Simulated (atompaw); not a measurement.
**What one change does to a pseudopotential (manganese, PAW (atompaw))**

atompaw 4.2.0.5 input, output lines left out:

```
Mn 25
GGA-PBE scalarrelativistic loggrid 1500 logderivrange -9 5 351
4 4 3 0 0 0
4 0 0
4 1 0
3 2 4
0 0 0
c
c
c
v
c
v
v
v
2
1.90 1.70 1.35 1.40
y
-1.05
n
n
y
0.6
n
custom rrkj gramschmidtortho besselshape
3 0 troulliermartins
1.90
1.90
1.45
1.90
1.90
1.90
```

All-electron outer shells of the reference configuration (PBE, scalar-relativistic, ld1.x):

```tsv
shell	level (eV)	outermost node (bohr)	outermost maximum (bohr)
3s	-121.83	0.34	0.74
3p	-90.29	0.31	0.75
3d	-41.20	–	0.75
4s	-30.17	1.02	2.10
4p	-23.42	1.10	2.38
```

Change: all radii scaled by about 0.94 (s 1.78, p 1.36, d 1.78 bohr); local potential troulliermartins scheme with l = 3 at 0 Ry, radius 1.26 bohr; augmentation besselshape compensation charge, radius 1.60 bohr; PAW radius 1.78 bohr; waves and projectors: custom rrkj gramschmidtortho; core correction smooth core density matched at 1.32 bohr.

Cutoffs: the cutoffs (Ry, on a coarse ladder) from which the occupation-weighted sum of valence levels, in a spherical-Bessel basis at the reference potential, stays within 10 and 1 mRy of its value at 400 Ry; they do not see the model core or the augmentation charge, which bear on the density cutoff.

Problem. What does the change do?

Solution. The potential gets harder (40 Ry and 70 Ry → 45 Ry and 80 Ry); both files keep a bound ghost (s). A smaller radius makes the pseudo-wave follow the all-electron one further in, where it bends more sharply, so more plane waves are needed.

| quantity | base | changed |
| --- | --- | --- |
| cutoff, loose | 40 Ry | 45 Ry |
| cutoff, tight | 70 Ry | 80 Ry |
| loose cutoff by channel (10 mRy a level) | p 35 Ry, d 25 Ry | p 40 Ry, d 30 Ry |
| bound ghosts | s | s |
| lowest overlap eigenvalue by channel | s 0.60, p 0.56, d 0.81 | s 0.67, p 0.58, d 0.82 |

 A true bound ghost makes a file unfit for plane-wave use even where its test errors are small: the radial tests pick states by their node count and pass the ghost by. The cutoffs see the waves, projectors and local potential, not the compensation charge or the core.
